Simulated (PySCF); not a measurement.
**NMR data sheet: C4H13FSi3**

| Item | Value |
| --- | --- |
| Formula | C4H13FSi3 |
| SMILES | C[SiH2][SiH2]/C(=C/F)[SiH2]C |
| Point group of the computed structure | C1 |
| Degrees of unsaturation | 1 |
| Carbon signals | 4 |
| Proton signals | 6 |

Bonds (- single, = double, # triple, : aromatic): C1-Si2, Si2-Si3, Si3-C4, C4=C5, C5-F6, C4-Si7, Si7-C8. C1 carries H9, H10, H11; Si2 carries H12, H13; Si3 carries H14, H15; C5 carries H16; Si7 carries H17, H18; C8 carries H19, H20, H21. Stereochemistry as in C[SiH2][SiH2]/C(=C/F)[SiH2]C.

Averaged over atoms made equivalent by symmetry, fast rotation or ring inversion, relativity neglected, single conformer, no solvent. Geometry from GFN2-xTB; NMR shieldings at PBE0/pcSseg-1/GIAO; PySCF.

References, each an isolated molecule treated in the same way: TMS for ¹H (σ = 31.72 ppm) and ¹³C (σ = 186.93 ppm) and ²⁹Si (σ = 349.16 ppm); ¹⁹F (σ = 170.95 ppm) vs CFCl3.

```tsv
carbon	δC, type	δH (multiplicity)	HMBC from (2–3 bonds)	span of the C tensor (ppm)
C1	-9.4, CH3	0.14 (t)	H14/H15, H12/H13	12
C4	106.7, C	–	H16, H17/H18, H14/H15, H12/H13, H19/H20/H21	209
C5	168.1, CH	7.00 (m)	H17/H18, H14/H15	180
C8	-5.9, CH3	0.28 (t)	H17/H18	12
```

Other nuclei:
| atoms | nucleus | environment | δ (ppm) | σ (ppm) |
| --- | --- | --- | --- | --- |
| H17/H18 | ¹H | hydrogen on a silicon bonded to 2 C | 4.58 | 27.13 |
| H14/H15 | ¹H | hydrogen on a silicon bonded to C, Si | 4.28 | 27.43 |
| H12/H13 | ¹H | hydrogen on a silicon bonded to C, Si | 3.95 | 27.77 |
| F6 | ¹⁹F | vinylic fluorine | -46.7 | 217.6 |
| Si7 | ²⁹Si | silicon bonded to 2 C, 2 H | -57.7 | 406.8 |
| Si3 | ²⁹Si | silicon bonded to C, Si, 2 H | -77.4 | 426.6 |
| Si2 | ²⁹Si | silicon bonded to C, Si, 2 H | -83.3 | 432.5 |

Carbon types of the structure: 1 × C, 1 × CH, 2 × CH3, leaving 6 H on heteroatoms. δC 168.1: alkene CH. δC 106.7: fully substituted alkene carbon; the olefinic region. δC -5.9, -9.4: methyl carbon bonded to Si; an electropositive neighbour leaves it electron-rich and shielded. δH 7.00: hydrogen on an alkene CH; olefinic region. δH 0.28, 0.14: hydrogen on a methyl carbon bonded to Si; an electropositive neighbour shields it, as in TMS itself.

Splittings by ¹⁹F in the carbon and heteronuclear signals aren't shown, as no couplings were computed. Shifts are as computed. Against solution values, carbons near 30 ppm lie about +3 ppm off and those near 130 ppm about +5 ppm. Of 1211 compounds with measured shifts, 218 miss one by over three times the rms of a fit or turn the order of signals round; such compounds aren't used in these exercises. Unscaled 19F shifts against computed CFCl3 carry errors that often reach 10 to 50 ppm. No couplings were computed; multiplicities are counted from neighbouring protons, with m where these are inequivalent, close in shift, in a saturated or five-membered ring or joined by F or P, and br s for small geminal =CH2 splittings.
